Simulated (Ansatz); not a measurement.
Ideal-gas functions of BrClFSn (`[F][Sn]([Cl])[Br]`) radical at 500 K and 1 bar, from an Ansatz frequency run at PBE0-D4/def2-TZVP.

Molar mass 253.07 g/mol, point group C1 (symmetry number 1), electronic degeneracy 2, moments of inertia 178.78, 487.804, 603.23 u Å². Harmonic wavenumbers (cm⁻¹, unscaled): 79, 122, 139, 247, 362, 611.

Use S(trans) = R[1.5 ln M + 2.5 ln T − 1.1517]; rotational temperatures θ = 24.2544 K / I; S(rot) = R[ln(√π/σ · √(T³/θAθBθC)) + 1.5]; for each mode x = 1.438777 ν̃/T, S = R[x/(eˣ − 1) − ln(1 − e⁻ˣ)] and H = RT x/(eˣ − 1); 1 cm⁻¹ = 0.0119627 kJ/mol; R = 8.31446 J/(mol·K).

Task: By hand: the entropy, in J/(mol·K).

Result: Translation 188.6. Rotation: θ = 0.1357, 0.0497, 0.0402 K, giving 128.9. Vibration, mode by mode: 20.65, 17.06, 15.99, 11.33, 8.34, 4.62, in all 78.0. Electronic 5.8. Sum 401.3 J/(mol·K).

Task: By hand: H − E and G − E in kJ/mol, counted from the electronic energy.

Result: Zero-point energy ½ × 1560 × 0.0119627 = 9.3; thermal vibration 17.3; translation, rotation and pV give 4 RT = 16.6. H − E = 43.2 kJ/mol, and G − E = 43.2 − 500 × 401.3/1000 = -157.4 kJ/mol.

Vibration gives 19 % of the entropy, 53.7 J/(mol·K) of it from the modes under 150 cm⁻¹: soft modes count most, and the harmonic formula is weakest for them. The sum counts one conformer and one mirror image; others add a mixing term.
